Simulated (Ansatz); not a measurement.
`C#C[SiH2]C#C` + CH₃NH₂ → `C#C[SiH2]CN` + acetylene  (formal exchange of groups at the Si–C bond)

Computed with Ansatz on PBE0-D4/def2-TZVP structures; ΔE is electronic, products minus reactants. CCSD(T)/CBS is the MP2 limit (def2-TZVPP, def2-QZVPP) plus CCSD(T) − MP2 in def2-TZVPP, frozen cores. This one scheme is used for every species. Functionals use def2-TZVPP. B3LYP here is the variant with VWN-RPA as its local correlation; programs differ in this. Each species was taken in one conformer, which may not be the lowest.

```tsv
level	ΔE (kcal/mol)	difference from CCSD(T)/CBS
r2SCAN-D4	10.7	0.3
PBE0-D4	10.0	-0.4
B3LYP-D4	10.6	0.2
ωB97M-V	9.5	-0.9
B2PLYP	11.5	1.1
PBE	10.6	0.2
r2SCAN	11.0	0.6
PBE0	10.6	0.2
B3LYP	11.7	1.3
HF/def2-TZVPP	12.8	2.4
MP2/def2-TZVPP	11.2	0.8
SCS-MP2/def2-TZVPP	11.7	1.3
CCSD/def2-TZVPP	10.7	0.3
HF/def2-QZVPP	12.9	2.5
MP2/CBS(def2)	11.0	0.6
CCSD/CBS(def2)	10.5	0.1
CCSD(T)/CBS	10.4	0
```

Largest T1 diagnostic among the species: 0.013.

The D4 term adds −1.1 kcal/mol with B3LYP and −0.6 kcal/mol with PBE0; it sums over pairs of atoms, weighted by their polarisabilities, and B3LYP, whose exchange is more repulsive, gets the larger term. In def2-TZVPP, CCSD(T) changes the Hartree–Fock value by −2.3 kcal/mol (the triples alone add −0.1 kcal/mol) and MP2 by −1.7 kcal/mol.
